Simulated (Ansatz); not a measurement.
Input and output for `CC(C)(C)B(F)F`.

```yaml
crystal:
  periodic: [false, false, false]
  atoms:
    - {symbol: C, position_ang: [0.265163, 0.790244, 1.282497]}
    - {symbol: C, position_ang: [0.012253, 0.005846, -0.071779]}
    - {symbol: C, position_ang: [1.133964, -0.976179, -0.360363]}
    - {symbol: C, position_ang: [-1.320185, -0.722224, 0.047676]}
    - {symbol: B, position_ang: [-0.060852, 1.120127, -1.196628]}
    - {symbol: F, position_ang: [-0.653814, 2.239442, -1.033223]}
    - {symbol: F, position_ang: [0.295791, 0.830654, -2.490422]}
    - {symbol: H, position_ang: [0.314304, 0.070223, 2.130940]}
    - {symbol: H, position_ang: [-0.464919, 1.532700, 1.509267]}
    - {symbol: H, position_ang: [1.267013, 1.302697, 1.193244]}
    - {symbol: H, position_ang: [0.978981, -1.468793, -1.228734]}
    - {symbol: H, position_ang: [1.177279, -1.762824, 0.524857]}
    - {symbol: H, position_ang: [2.147942, -0.436898, -0.311777]}
    - {symbol: H, position_ang: [-1.509457, -1.135519, -0.905245]}
    - {symbol: H, position_ang: [-1.287525, -1.405176, 0.845690]}
    - {symbol: H, position_ang: [-2.147146, 0.011946, 0.203819]}
basis:
  gaussian: {orbitals: 6-31G, final_grid: {core_spheres: 8, valence_spheres: 7, degree: 23}}
magnetization: {spin_polarized: true, initial_magnetization: 2}
hamiltonian: {xc: {name: wB97}, pseudopotentials: {relativity: scalar}}
output: {forces: true}
```

```sh
$ ansatz run in.yaml --threads 4 --pin off --events-out ev --progress --plain --max-ram 11315MiB
```

It prints (some lines left out):

```
Functional definition: wB97
1072 factors; integrals over basis functions are off by at most 1.6e-4 eV
475 factors; integrals over basis functions are off by at most 1.4e-5 eV
mean field evaluation 1: about -10398.9267 eV, gradient 2.9e1 eV
mean field evaluation 2: about -10400.7371 eV, gradient 2.5e1 eV
mean field evaluation 4: about -10402.7273 eV, gradient 1.6e0 eV
mean field evaluation 8: about -10402.7440 eV, gradient 3.9e-1 eV
mean field evaluation 16: about -10402.7469 eV, gradient 2.3e-3 eV
mean field -10402.74692053 eV, -382.2938980945 hartree, gradient 5.3e-5 eV, S^2 2.004325; 0 other end points of the search recorded, 0 dependent functions left out
reference -10402.74691636 eV, -382.2938979412 hartree; 29, 27 occupied and 52, 54 virtual orbitals, 1072 factors
Total energy: -10402.74691636 eV, -382.2938979412 hartree
Relativity: scalar
Atom 0 at     0.265163     0.790244     1.282497 Å, force     2.210258     0.046116    -1.134878 eV/Å
Atom 1 at     0.012253     0.005846    -0.071779 Å, force    -0.256125    -3.099213     5.153344 eV/Å
Atom 2 at     1.133964    -0.976179    -0.360363 Å, force     2.144522     1.791443     4.392225 eV/Å
Atom 3 at    -1.320185    -0.722224     0.047676 Å, force    -1.005056     2.793338    -1.146235 eV/Å
Atom 4 at    -0.060852     1.120127    -1.196628 Å, force     4.537010    -1.079008    -1.868783 eV/Å
Atom 5 at    -0.653814     2.239442    -1.033223 Å, force    -4.092829     5.622662     1.854737 eV/Å
Atom 6 at     0.295791     0.830654    -2.490422 Å, force     0.378061    -1.849219    -2.007034 eV/Å
Atom 7 at     0.314304     0.070223     2.130940 Å, force    -0.086544    -0.004153    -0.580434 eV/Å
Atom 8 at    -0.464919     1.532700     1.509267 Å, force    -0.861191     0.621278    -0.044939 eV/Å
Atom 9 at     1.267013     1.302697     1.193244 Å, force    -0.935577    -0.443115     0.229929 eV/Å
Atom 10 at     0.978981    -1.468793    -1.228734 Å, force    -0.248789    -1.803582    -3.207201 eV/Å
Atom 11 at     1.177279    -1.762824     0.524857 Å, force    -0.343634     1.462232    -1.571592 eV/Å
Atom 12 at     2.147942    -0.436898    -0.311777 Å, force    -1.431958    -0.844615    -0.426753 eV/Å
Atom 13 at    -1.509457    -1.135519    -0.905245 Å, force    -0.482283    -1.362210    -1.064259 eV/Å
Atom 14 at    -1.287525    -1.405176     0.845690 Å, force    -0.048269    -1.397563     1.190992 eV/Å
Atom 15 at    -2.147146     0.011946     0.203819 Å, force     0.522403    -0.454392     0.230880 eV/Å
Dipole moment:    -0.005911    -0.736308     0.828705 e Å
```

Hardware: 4 threads of an AMD EPYC 9R45 on a shared host. Wall time 0.95 s, peak host memory 0.73 GiB.
